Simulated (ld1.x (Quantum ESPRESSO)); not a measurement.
u(r) = r·R(r): atom against pseudo-atom (cobalt)

Columns: radius, all-electron u(r) and pseudo u(r) of the 4p shell (level -1.28 eV) of cobalt in the configuration [Ne] 3s2 3p6 3d7 4s2 4p0; PBE, scalar-relativistic, PAW scheme, ld1.x (Quantum ESPRESSO) 7.5.

| r (bohr) | all-electron | pseudo |
| --- | --- | --- |
| 0.085 | 0.0811 | -0.0221 |
| 0.170 | 0.0895 | -0.0841 |
| 0.255 | 0.0220 | -0.1739 |
| 0.340 | -0.0597 | -0.2741 |
| 0.425 | -0.1233 | -0.3656 |
| 0.510 | -0.1593 | -0.4315 |
| 0.595 | -0.1692 | -0.4605 |
| 0.680 | -0.1584 | -0.4481 |
| 0.765 | -0.1330 | -0.3976 |
| 0.850 | -0.0981 | -0.3183 |
| 0.935 | -0.0579 | -0.2230 |
| 1.020 | -0.0151 | -0.1249 |
| 1.105 | 0.0283 | -0.0347 |
| 1.190 | 0.0709 | 0.0413 |
| 1.275 | 0.1119 | 0.1016 |
| 1.360 | 0.1508 | 0.1487 |
| 1.445 | 0.1874 | 0.1873 |
| 1.530 | 0.2214 | 0.2214 |
| 1.615 | 0.2530 | 0.2530 |
| 1.700 | 0.2819 | 0.2819 |
| 1.785 | 0.3085 | 0.3085 |
| 1.870 | 0.3327 | 0.3327 |
| 1.955 | 0.3547 | 0.3547 |
| 2.040 | 0.3746 | 0.3746 |
| 2.125 | 0.3925 | 0.3925 |
| 2.210 | 0.4085 | 0.4085 |

(1) How many radial nodes do the two functions have?

(2) At about which radius was the pseudo-wave matched?

(3) Is the pseudo-wave norm-conserving?

Results:

(1) The all-electron 4p function has n − l − 1 = 2; the pseudo-wave has 1, since 1 lower shell of the same l stays in the valence.

(2) 1.55 bohr. The columns agree to 0.0005 from 1.45 bohr on; several derivatives are matched, so the curves merge somewhat inside the radius.

(3) No, it belongs to a PAW set: the norm inside the radius is not constrained, and the difference is carried by the augmentation charge.
